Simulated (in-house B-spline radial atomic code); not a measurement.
Configurations of the silver ion Ag⁷⁺, with energies counted from [Kr] (4d3/2)4. Method: Dirac-Hartree-Fock, average of each configuration as written, Fermi nucleus of rms radius 4.5454 fm. Calculated with a B-spline radial code for spherical atoms. Energies include first-order Breit, QED and recoil terms.

Occupations are held fixed; configurations that lie above the ionisation limit could autoionise.

```
                                        configuration  E - E(ref) (eV)  highest orbital  its <r> (bohr)
                               [Kr] (4d3/2)1 (4d5/2)3            3.445            4d5/2           1.092
                                        [Kr] (4d5/2)4           3.8223            4d5/2           1.092
                               [Kr] (4d5/2)3 (8f7/2)1           112.01            8f7/2           10.05
[Ar] 3d10 4s2 (4p1/2)2 (4p3/2)3 (4d3/2)3 (4d5/2)1 7s1           150.56            7s1/2           5.051
    [Ar] 3d10 4s2 (4p1/2)2 (4p3/2)3 (4d3/2)4 (7d3/2)1           155.21            7d3/2           6.133
     [Ar] (3d3/2)4 (3d5/2)5 4s2 4p6 (4d3/2)4 (8f5/2)1           488.49            8f5/2           9.939
```

(1) Order these further configurations by energy, lowest first.
A. [Kr] (4d3/2)3 (4d5/2)1
B. [Kr] (4d5/2)3 6s1
C. [Kr] (4d3/2)2 (4d5/2)1 (7f5/2)1
D. [Kr] (4d3/2)1 (4d5/2)2 (6g9/2)1
E. [Ar] 3d10 4s2 (4p1/2)2 (4p3/2)3 (4d3/2)3 (4d5/2)1 (5f5/2)1

(2) How far above the reference does [Kr] (4d3/2)1 (4d5/2)2 (7p3/2)1 lie?

(3) How far above the reference does [Ar] 3d10 4s2 (4p1/2)2 (4p3/2)3 (4d3/2)4 6s1 lie?

Results:

(1) A (1.5336 eV), B (76.793 eV), D (102.12 eV), C (105.57 eV), E (141.78 eV).

(2) 96.925 eV; its least bound orbital is 7p3/2 with <r> = 5.44 bohr.

(3) 130.17 eV; its least bound orbital is 6s1/2 with <r> = 3.289 bohr.
